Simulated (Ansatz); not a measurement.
Compare A (`O=CC(O)[SiH3]`) with its isomer B (`C[SiH2]C(=O)O`).

Program: Ansatz. Geometries: PBE0-D4/def2-TZVP. ΔE: electronic, gas phase. CBS: MP2 limit from def2 TZ/QZ plus the TZ coupled-cluster correction, frozen cores. Functionals use def2-TZVPP. B3LYP here is the variant with VWN-RPA as its local correlation; programs differ in this. Each species was taken in one conformer, which may not be the lowest.

A:

```xyz
11

O    -1.076   -1.578   -1.338
C    -0.581   -1.308   -0.271
C     0.520   -0.320   -0.155
O     0.963    0.111   -1.411
Si   -0.051    1.211    0.848
H    -0.933   -1.775    0.669
H     1.334   -0.793    0.418
H     0.382   -0.330   -2.052
H     1.096    2.144    0.929
H    -1.195    1.840    0.144
H    -0.459    0.797    2.218
```

B:

Z-matrix (Å, degrees):
```
C
Si 1 1.858
H 1 1.092 2 111.0
H 1 1.092 2 110.3 3 -120.4
H 1 1.092 2 110.3 3 120.4
C 2 1.926 1 107.6 3 179.9
H 2 1.486 1 112.7 3 -61.8
H 2 1.486 1 112.6 3 61.7
O 6 1.346 2 113.8 1 179.6
O 6 1.204 2 124.0 1 -0.4
H 9 0.971 6 107.1 2 180.0
```

Question: Which isomer does CCSD(T)/CBS put lower? Give the gap. (Best estimate.)

Answer: The calculation gave: B, by 126.7 kJ/mol.

Question: Give E(B) − E(A) in kJ/mol with B3LYP, ωB97M-V, CCSD(T)/def2-SVP, PBE-D4, B2PLYP, CCSD/def2-TZVPP, MP2/def2-TZVPP. (Estimate.)

Answer: Ansatz gave: B3LYP -129.4, ωB97M-V -130.2, CCSD(T)/def2-SVP -123.2, PBE-D4 -127.6, B2PLYP -130.4, CCSD/def2-TZVPP -125.3, MP2/def2-TZVPP -130.2. None reverses the order clearly.

Question: Does the order hold for the free energy at 298.15 K (harmonic terms from PBE0-D4)? (An estimate is asked.)

Answer: Ansatz gave: Yes: G(B) − G(A) = -127.7 kJ/mol, for one conformer each. Modes under 60 cm⁻¹, often nearly free rotors, make the harmonic entropy too high.

Largest T1 diagnostic: 0.015.

Leaving LDA and LC-ωPBE aside and taking each functional with its dispersion term where it has one, the values, not all of them listed here, spread over 7.0 kJ/mol, from r2SCAN-D4 to revPBE-D4. LDA lies +5.9 kJ/mol from PBE without D4. At CCSD(T), def2-SVP lies +3.5 kJ/mol from the extrapolated value and def2-TZVPP +1.0 kJ/mol.
